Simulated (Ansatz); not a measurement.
C4H10OSi, SMILES C=C(CC)[SiH2]O.

Geometry: B3LYP-D3(BJ)/def2-SVP. The structure was generated by enumeration, and PubChem lists no compound with its InChIKey, so it may never have been made. One conformer was computed; it need not be the lowest.

Two levels are set side by side: PBE/def2-SVPD (Ansatz, an electronic-structure program) and PBE0/def2-SVPD (Ansatz). Energy differences of separate SCF runs at the same geometry; the states with an electron removed or added have multiplicity 2 and 2. Differences are taken from unrounded values.

```json
[
 {"quantity": "vertical ionisation energy (eV)", "PBE": "9.32"},
 {"quantity": "vertical singlet–triplet gap (eV)", "PBE": "4.27"}
]
```

Task: These are the PBE values. What does PBE0 give? (An estimate is asked for; the answer gives what the named calculation found.)

Result: 
| quantity | PBE0 | PBE minus PBE0 |
|---|---|---|
| vertical ionisation energy (eV) | 9.50 | -0.18 |
| vertical singlet–triplet gap (eV) | 4.12 | 0.14 |
